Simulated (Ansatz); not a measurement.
Aln: PBE-D4/def2-SVP single points in Ansatz on relaxed structures, gas phase. Each cluster is the lowest isomer that a short search found in that spin, judged at the geometry's level, and lower ones may exist. HOMO and LUMO are taken over both spins. Binding counts from free atoms in the multiplicity of their measured ground term, without zero-point energy. The structures are stationary points that may keep the symmetry of their start.

Problem. Estimate the order by HOMO (eV), lowest first.
A. Al11 (doublet)
B. Al3 (doublet)
C. Al7 (doublet)

Solution. A (-4.65), C (-4.49), B (-4.32).

In full:

```tsv
species	atoms	state	geometry	HOMO (eV)	LUMO (eV)	gap (eV)	binding per atom (eV)	point group (within 0.1 Å)
Al3	3	doublet	PBE0-D4/def2-TZVP	-4.32	-3.77	0.54	1.41	D3h
Al7	7	doublet	r2SCAN-D4/def2-SVP	-4.49	-3.69	0.80	2.31	C3v
Al11	11	doublet	PBE-D4/def2-SVP	-4.65	-4.32	0.34	2.54	–
```

The gap (eV) runs from 0.34 (Al11) to 0.80 (Al7). The binding per atom (eV) runs from 1.41 (Al3) to 2.54 (Al11).
